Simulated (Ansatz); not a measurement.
One change: `[SiH3][SiH]1C[Se]1` becomes `[SiH3][SiH]1CS1`.

Ansatz, PBE0-D4/def2-TZVP geometries, multiplicity 1. 

Scalar relativity is left out up to krypton.

| property | `[SiH3][SiH]1C[Se]1` |
| --- | --- |
| HOMO–LUMO gap (ωB97M-V/def2-TZVPP) / eV | 9.48 |
| HOMO–LUMO gap (B3LYP/def2-TZVPP) / eV | 5.19 |
| HOMO energy (PBE/def2-TZVPP) / eV | -5.45 |
| HOMO–LUMO gap (PBE/def2-TZVPP) / eV | 3.73 |
| LUMO energy (PBE/def2-TZVPP) / eV | -1.72 |
| LUMO energy (B3LYP/def2-TZVPP) / eV | -1.09 |

Give the same properties after the change, and the shifts. (An estimate is asked.)

The calculation gave: 
| property | `[SiH3][SiH]1CS1` | shift |
| --- | --- | --- |
| HOMO–LUMO gap (ωB97M-V/def2-TZVPP) / eV | 9.96 | 0.48 |
| HOMO–LUMO gap (B3LYP/def2-TZVPP) / eV | 5.63 | 0.44 |
| HOMO energy (PBE/def2-TZVPP) / eV | -5.70 | -0.25 |
| HOMO–LUMO gap (PBE/def2-TZVPP) / eV | 4.08 | 0.35 |
| LUMO energy (PBE/def2-TZVPP) / eV | -1.63 | 0.09 |
| LUMO energy (B3LYP/def2-TZVPP) / eV | -0.99 | 0.10 |

With PBE0 the HOMO falls by 0.32 eV and the LUMO rises by 0.11 eV, so the gap widens by about 0.43 eV. PBE moves the HOMO by -0.25 eV and ωB97M-V by -0.36 eV.

B3LYP here is the variant with VWN-RPA as its local correlation; programs differ in this.

Spin–orbit coupling is left out; it splits and shifts lone-pair levels of the heavy atoms by tenths of an eV.
